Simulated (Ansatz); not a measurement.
`Cl[CH](Cl)[InH2]` + `C[NH][GeH3]` → `C[N]([GeH3])[InH2]` + `ClCCl` at 600 K and 1 bar (ligand exchange at the In–C bond).

Program: Ansatz. Geometries: PBE0-D4/def2-TZVP. ΔE: electronic, gas phase. CBS: MP2 limit from def2 TZ/QZ plus the TZ coupled-cluster correction, frozen cores. This one scheme is used for every species. def2 core potentials past Kr. For Ge, In outer-core shells are correlated without core-valence functions, which leaves a few kJ/mol of doubt a bond. Scalar relativity is left out up to krypton.

| species | CCSD(T)/CBS energy (Eh) | H − E (kJ/mol) | S (J/(mol·K)) |
| --- | --- | --- | --- |
| `Cl[CH](Cl)[InH2]` | -1149.18442 | 132.0 | 435.1 |
| `C[NH][GeH3]` | -2173.06430 | 253.9 | 386.3 |
| `C[N]([GeH3])[InH2]` | -2363.46641 | 277.7 | 488.4 |
| `ClCCl` | -958.80256 | 108.1 | 312.6 |

H − E and S are ideal-gas, rigid-rotor, harmonic terms from PBE0-D4/def2-TZVP, for one conformer and one mirror image of each species. 1 Eh = 2625.50 kJ/mol, R = 8.31446 J/(mol·K).

Problem. By hand: ΔE, ΔH, ΔS and ΔG.

Solution. ΔE = (-2363.46641) + (-958.80256) − (-1149.18442) − (-2173.06430) = -0.02025 Eh = -53.2 kJ/mol. Δ(H − E) = 277.7 + 108.1 − 132.0 − 253.9 = -0.1, so ΔH = -53.3 kJ/mol. ΔS = 488.4 + 312.6 − 435.1 − 386.3 = -20.4 J/(mol·K). ΔG = -53.3 − 600 × (-20.4)/1000 = -41.1 kJ/mol.

Problem. By hand: the equilibrium constant, and the temperature at which ΔG would vanish if ΔH and ΔS stayed fixed.

Solution. log₁₀ K = −ΔG/(RT ln 10) = 3.6. ΔG = 0 at ΔH/ΔS = 2613 K, far beyond where these terms or the molecules hold.

ΔH outweighs TΔS. A doubt of 5 kJ/mol in ΔE shifts log₁₀ K by 0.4 here. Other conformers and mirror images would add mixing entropy, several J/(mol·K) or more a flexible species. These are equilibria of isolated gas molecules and say nothing of rates. Largest T1 diagnostic: 0.015 (customary marks: 0.02 for closed shells, 0.045 for open ones).
